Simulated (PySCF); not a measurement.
Chromium: highly charged ions in a basis for the neutral atom

Cr¹²⁺ [Ne] 3s2, Cr¹³⁺ [Ne] 3s1. Calculation: PySCF 2.14, in cc-pVTZ-DK (7s6p4d2f1g, 68 functions); scalar relativity by spin-free X2C-1e. No spin-orbit coupling, so a gap to NIST mixes the basis error with missing relativistic terms.

Changed run: basis of the neutral atom used for a highly charged ion. This setting is unsound on purpose.

| species | method | sound run (hartree) | changed run (hartree) | converged |
| --- | --- | --- | --- | --- |
| Cr¹²⁺ | UHF | not run | -990.33392 | yes |
| Cr¹²⁺ | PBE | not run | -990.62295 | yes |
| Cr¹²⁺ | PBE0 | not run | -990.66946 | yes |
| Cr¹³⁺ | UHF | not run | -977.41067 | yes |
| Cr¹³⁺ | PBE | not run | -977.59558 | yes |
| Cr¹³⁺ | PBE0 | not run | -977.65814 | yes |

Ionisation energy of Cr¹²⁺:

```
method  changed run (eV)    NIST (eV)
   UHF            351.66  354.7 ± 0.3
   PBE            354.49  354.7 ± 0.3
  PBE0            354.06  354.7 ± 0.3
```

The contracted functions were made for the neutral atom and can be too rigid for a highly charged ion.
